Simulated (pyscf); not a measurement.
# `[Cl][Sn]([Cl])=[Se]`, singlet

Gas-phase minimum from PySCF at ωB97X-D3(BJ)/def2-SVP, one conformer. 

SMILES: [Sn]([Cl])(=[Se])[Cl]
```xyz
4

Cl     2.0020     0.6540    -1.2729
Sn     0.5240    -0.3138     0.2207
Cl     1.6787    -0.1081     2.2151
Se    -1.5467    -1.2440    -0.1768
```

Bonded distances (Å): Cl1–Sn2 2.313, Sn2–Cl3 2.314, Sn2–Se4 2.305. Angles (°): Cl1–Sn2–Cl3 101.6, Cl1–Sn2–Se4 129.2, Cl3–Sn2–Se4 129.3.

Properties at ωB97X-D3(BJ)/def2-SVP:

| Property | Result |
|---|---|
| Harmonic wavenumbers, unscaled | 87, 97, 124, 315, 405, 429 cm⁻¹ |
| Zero-point energy | 2.1 kcal/mol |
| Rotational symmetry number | 2 |
| Entropy of this conformer at 298 K and 1 atm, rigid rotor and harmonic oscillator, modes under 100 cm⁻¹ raised to 100 | 352.5 J/(mol K) |
| Dipole moment | 0.69 D |

Single-point totals, which compare only within one level (frozen core for MP2 and CC):

```json
[
 {"level": "ωB97X-D3(BJ)/def2-TZVP", "total energy (hartree)": "-3536.41291"},
 {"level": "PBE/def2-TZVP", "total energy (hartree)": "-3535.66532"},
 {"level": "r²SCAN/def2-TZVP", "total energy (hartree)": "-3536.40966"},
 {"level": "B3LYP-D3(BJ)/def2-TZVP", "total energy (hartree)": "-3536.54258"},
 {"level": "PBE0-D3(BJ)/def2-TZVP", "total energy (hartree)": "-3535.82382"},
 {"level": "M06-2X/def2-TZVP", "total energy (hartree)": "-3536.33119"},
 {"level": "ωB97M-D3(BJ)/def2-TZVP", "total energy (hartree)": "-3536.54040"},
 {"level": "HF/def2-TZVPP", "total energy (hartree)": "-3532.33651"},
 {"level": "MP2/def2-TZVPP", "total energy (hartree)": "-3533.27896"},
 {"level": "CCSD/def2-TZVPP", "total energy (hartree)": "-3533.29848"},
 {"level": "CCSD(T)/def2-TZVPP", "total energy (hartree)": "-3533.33977"}
]
```

The CCSD(T) − MP2 part came from Ansatz, without density fitting, on the same reference. The frozen core leaves the outer d or s,p core shells of the metals and heavy elements correlated in the MP2 and CC values, and def2-TZVPP describes them poorly, so these totals are far from the basis limit. Elements up to Kr have no core potential and no relativistic terms here. Elements past Kr carry the def2 core potentials, without spin-orbit coupling.
